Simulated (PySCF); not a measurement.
Compound: C₅H₁₀OSSi.
Cartesian coordinates in Å at the GFN2-xTB level; atoms count from 1:
```
atom  x, y, z in Å
C1     4.1262   -0.1722   -0.3095
O2     2.8425   -0.0992    0.2271
Si3    1.4488   -0.0945   -0.5803
S4     0.0748    0.0548    1.0426
C5    -1.4273    0.0811    0.1601
C6    -1.8068    0.0028   -1.1178
C7    -3.2715    0.1273   -0.7892
C8    -2.8287    0.2179    0.6932
H9     4.3359    0.7053   -0.9246
H10    4.2383   -1.0655   -0.9272
H11    4.8348   -0.2120    0.5175
H12    1.2334   -1.3336   -1.3247
H13    1.3164    1.0597   -1.4665
H14   -1.2865   -0.1074   -2.0497
H15   -3.7588    1.0224   -1.1736
H16   -3.8774   -0.7452   -1.0303
H17   -3.0421    1.1650    1.1837
H18   -3.1608   -0.6005    1.3279
```

Computed with TDDFT PBE0/def2-SVPD, vertical, gas phase, core orbitals frozen in the response (PySCF).

Ground-to-excited transition dipoles (e·a0, same axes as the geometry; the sign carries no meaning), for the states with f of 0.002 or more among the lowest 6:

```csv
state,E (eV),μx,μy,μz
S2,5.787,-0.032,-0.314,0.018
S3,5.894,1.031,0.008,0.778
S4,5.971,-0.081,0.069,-0.077
S6,6.523,0.006,0.132,-0.012
```

(1) Work out the oscillator strengths.

(2) Which bond between heavy atoms lies closest to the direction of the S3 transition dipole?

(3) What angle do the transition dipoles of S2 and S3 make?

(4) What peak molar absorption coefficient would the strongest computed level give as a lone Gaussian band 0.5 eV wide at half height?

Answers

(1) f = (2/3) ΔE |μ|² with ΔE in hartree (27.2114 eV).

```tsv
state	|μ|² (au)	|μ| (D)	f
S2	0.100	0.80	0.014
S3	1.668	3.28	0.241
S4	0.017	0.33	0.003
S6	0.017	0.34	0.003
```

(2) S4–C5 and O2–Si3, at 7° from it; next C7–C8 and C5–C6 at 36°.

(3) |cos θ| = |μa·μb| / (|μa| |μb|) = 0.05, so θ ≈ 87° (taken between 0 and 90°, since the signs are arbitrary).

(4) ε(max) = 2.175×10⁸ f / FWHM, with the width in cm⁻¹. S3: 2.175×10⁸ × 0.2409 / 4033 ≈ 13000 L mol⁻¹ cm⁻¹.

Time: 41 s (with the writing of density and orbital grids); peak memory 1.0 GiB. Hardware: one thread of an AMD EPYC 9R14, shared host with 192 logical CPUs at a one-minute load of 52.

One conformer stands for the species.
